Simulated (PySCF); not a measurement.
**Question.** Write Cartesian coordinates for [MoOCl4]-, `[O]=[Mo-]([Cl])([Cl])([Cl])[Cl]` [radical] as optimised with PBE0-D3(BJ)/def2-SVP. (Charge -1 and doublet state.)

**Answer.** 
```xyz
6
Cl4MoO angstrom
Mo     0.0001   -0.0001    0.1516
O      0.0001   -0.0038    1.7958
Cl     2.2717    0.0003   -0.4874
Cl     0.0003    2.2734   -0.4814
Cl    -2.2718    0.0011   -0.4874
Cl    -0.0004   -2.2709   -0.4912
```

Orientation and origin are arbitrary. Atoms count from 1 in this order. All 4 Cl–Mo bonds measure 2.360 Å. Mo1 (molybdenum bonded to 4 Cl and O) is square pyramidal (τ5 = (β − α)/60° = 0.00 from the two widest angles, 148.6° and 148.6° (0 for a square pyramid, 1 for a trigonal bipyramid)).

Bonds between heavy atoms (Å): Mo1–O2 1.644, Mo1–Cl3 2.360, Mo1–Cl4 2.360, Mo1–Cl5 2.360, Mo1–Cl6 2.360.

Level of theory: PySCF, PBE0-D3(BJ)/def2-SVP geometry optimisation, gas phase, def2 core potentials past Kr.

Point group: C4v (tolerance 0.08 Å). PBE0-D3(BJ)/def2-SVP frequencies: not computed here. ⟨S²⟩ = 0.757 (exact for a doublet: 0.75). The geometry's basis has no diffuse functions, a weakness for an anion.

The run took 71 s wall on one thread, Arm Neoverse V1, no GPU (shared host). This is the geometry optimisation.

Neither the SCF state along the optimisation nor the shape of the open-shell metal species was proved the lowest: other solutions of the same spin, or a structure of lower symmetry, can lie below.
